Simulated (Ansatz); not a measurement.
Relaxation of CH$_{3}$ClZn (6 atoms, charge 0, multiplicity 1), to a largest force component of 0.02 eV/Å in at most 40 steps.

These are results of Ansatz 0.2.0, RKS PBE0-D4/def2-SVP, not measurements.

```xyz
6
Properties=species:S:1:pos:R:3:forces:R:3
Zn 0.000 0.000 0.000 0.00 0.00 -0.81
C 0.000 0.000 1.980 0.00 0.00 -0.46
H -1.000 -0.309 2.350 0.33 0.10 -0.05
H 0.768 -0.711 2.350 -0.25 0.23 -0.05
H 0.232 1.020 2.350 -0.08 -0.33 -0.05
Cl 0.000 0.000 -2.240 0.00 0.00 1.43
```

**Question.** Where does it end, and by what steps?

**Answer.** The forces met the threshold. After 3 steps the energy has fallen by 0.119 eV; Cl6 moved furthest, 0.13 Å.

| step | energy less start (eV) | largest force component (eV/Å) | accepted |
| --- | --- | --- | --- |
| 0 | 0.0000 | 1.429 | yes |
| 1 | -0.1071 | 0.471 | yes |
| 2 | -0.1190 | 0.111 | yes |
| 3 | -0.1195 | 0.020 | yes |

```xyz
6
Properties=species:S:1:pos:R:3
Zn 0.000 0.000 0.004
C 0.000 0.000 1.933
H -0.984 -0.304 2.323
H 0.755 -0.700 2.323
H 0.228 1.004 2.323
Cl 0.000 0.000 -2.114
```

Whether the end is a true minimum wasn't checked by a vibrational analysis.

The run took 15 s on 1 thread of Arm Neoverse V1, with other jobs on the host, peak memory 0.15 GiB.
